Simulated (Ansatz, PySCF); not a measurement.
Gas-phase reaction (SMILES): C[Si](O)(O)O [trihydroxy(methyl)silane] + S (H2S) → O[Si](O)(O)S + C (CH4); hydrogen sulfide cleaves one Si-C bond, a model of a ligand-exchange step.

Structures are relaxed separately at B3LYP-D3(BJ)/def2-TZVP in Ansatz (a program for electronic structure), one conformer each, not searched for the lowest. Cores are frozen in the correlated levels unless marked. No spin-orbit coupling. Non-relativistic. CBS marks a two-point X^-3 extrapolation of the correlation energy; Hartree-Fock from the larger set. Thermal terms are rigid-rotor harmonic-oscillator values from B3LYP-D3(BJ) frequencies (Ansatz or PySCF) at 298.15 K and 1 atm. 1 Eh = 627.5095 kcal/mol.

| species | E, CCSD(T)/CBS(cc-pV(T+d)Z,cc-pV(Q+d)Z) (Ansatz) (Eh) | E, wB97X-V/def2-TZVPD (Ansatz) (Eh) | H - E (Eh) |
|---|---|---|---|
| C[Si](O)(O)O | -556.43630 | -557.05780 | 0.08835 |
| S (H2S) | -398.96824 | -399.34268 | 0.01881 |
| O[Si](O)(O)S | -914.97020 | -915.90816 | 0.06153 |
| C (CH4) | -40.45816 | -40.51531 | 0.04840 |

**Question.** Work out ΔE and ΔH at 298.15 K at the first level, then ΔH at the second.

**Answer.** 
1. ΔE = [(-914.97020) + (-40.45816)] - [(-556.43630) + (-398.96824)] = -0.02382 Eh = -14.9 kcal/mol at CCSD(T)/CBS(cc-pV(T+d)Z,cc-pV(Q+d)Z).
2. The terms H - E add up to 0.00277 Eh, so ΔH = (-0.02382 + (0.00277))×627.5095 = -13.2 kcal/mol.
3. At wB97X-V/def2-TZVPD the same steps give ΔE = -14.4 and ΔH = -12.7 kcal/mol, a shift of +0.5 from the first level.
4. These values are not checked against measurement here, since the tables used lack a sound gas-phase enthalpy of formation for at least one species.
